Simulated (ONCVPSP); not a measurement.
Mo (Z = 42) ONCV: all-electron and pseudo phase curves

```
Element                 : Mo
Generator               : ONCVPSP 4.0.1
Type                    : optimised norm-conserving Vanderbilt (ONCV)
Functional              : PBE
Relativity              : scalar-relativistic
Frozen core             : [Kr]
Valence charge          : 6
Reference configuration : 4d4 5s2
Partial waves           : 5s: rc 2.70 bohr, ncon 5, nbas 8, qcut 2.5 1/bohr, 2 projectors, debl 3.8 Ha; p scattering state at 0.11 Ha: rc 2.85 bohr, ncon 3, nbas 7, qcut 2.9 1/bohr, 2 projectors, debl 2.9 Ha; 4d: rc 1.60 bohr, ncon 4, nbas 9, qcut 6.8 1/bohr, 1 projector
Local potential         : polynomial inside 1.20 bohr (lpopt 3, dvloc0 1 Ha)
Core correction         : none
```

In the p channel the program set the typed energies aside and used 0.050, 2.950 Ha.

The phase is arctan(r·R′/R) of the radial function R(r), unwrapped; energies in Ha, scanned from -2 to 5 Ha. A pole is an energy at which the radial function vanishes at the test radius. The pseudo phase is shifted by a multiple of π to meet the all-electron one at the reference energy, and phase errors are pseudo minus all-electron; the curves can meet again beyond the range given. Levels narrower than the energy grid can be missing from the lists of poles.

Task: For each channel, where are the poles, and over which energies does the pseudopotential scatter like the atom?

Result:

```
channel  radius (bohr)  reference energy (Ha)  poles, all-electron      poles, pseudo  unbroken range about the reference energy with phases within 0.05 rad  phase error 1 Ha above the reference energy (rad)
      s           2.74                  -0.18                 1.02  -0.58, 1.01, 4.88                                                            -0.5 to 2.4                                             -0.001
      p           2.89                   0.05          -1.49, 1.31   1.11, 1.60, 4.73                                                            -1.2 to 1.1                                             -0.037
      d           1.62                  -0.21                 1.59               1.57                                                              below 4.0                                             -0.001
```

Note: ghosts flagged at negative energy: s at -16.1 eV; GHOST(+) flagged for p at 40.4 eV, s at 145.6 eV. A true bound ghost makes a file unfit for plane-wave use.

Phases in the s channel:

```csv
E (Ha),all-electron,pseudo
-1.98,1.321,4.447
-1.80,1.297,4.425
-1.62,1.269,4.398
-1.44,1.234,4.362
-1.26,1.188,4.314
-1.08,1.122,4.245
-0.90,1.022,4.137
-0.72,0.853,3.937
-0.54,0.532,0.633
-0.36,-0.057,-0.049
-0.18,-0.694,-0.694
0.00,-1.064,-1.063
0.18,-1.257,-1.257
0.36,-1.371,-1.371
0.54,-1.446,-1.446
0.72,-1.501,-1.502
0.90,-1.545,-1.547
1.08,-1.583,-1.585
1.26,-1.618,-1.621
1.44,-1.653,-1.658
1.62,-1.691,-1.697
1.80,-1.735,-1.744
1.98,-1.793,-1.806
2.16,-1.877,-1.897
2.34,-2.017,-2.052
2.52,-2.305,-2.373
2.70,-2.970,-3.082
2.88,-3.789,-3.842
3.06,-4.184,-4.199
3.24,-4.361,-4.365
3.42,-4.457,-4.458
3.60,-4.518,-4.518
3.78,-4.560,-4.561
3.96,-4.592,-4.593
4.14,-4.617,-4.620
4.32,-4.637,-4.643
4.50,-4.654,-4.664
4.68,-4.670,-4.685
4.86,-4.684,-4.709
```
